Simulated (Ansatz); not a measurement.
A geometry relaxed with PBE0-D3(BJ)/def2-SVP in Ansatz (a program for electronic structure), charge 0, multiplicity 1:

```xyz
19

C     -1.2298    -0.1326    -0.3549
C     -2.6994    -0.1658    -0.3604
C      0.8749     0.8356     0.3574
F     -3.1968    -1.2164    -1.0267
H     -3.1933     1.5753     0.7323
H      3.9660     0.8627    -1.5133
H      4.0060    -1.4309    -0.7300
H     -4.6253     0.5400     0.1016
H      1.4059    -1.8226    -1.6972
C     -0.5140    -1.0814    -1.0964
Si     3.4790    -0.0627    -0.4432
C      1.6015    -0.1071    -0.3890
C      0.8776    -1.0652    -1.1108
H     -1.0436     1.5677     0.9777
H     -1.0610    -1.8360    -1.6627
C     -3.5507     0.7007     0.1918
H      1.4029     1.5925     0.9447
H      4.0132     0.4202     0.8663
C     -0.5131     0.8260     0.3775
```

Task: Write the SMILES of this molecule.

Result: `C=C(F)c1ccc([SiH3])cc1`
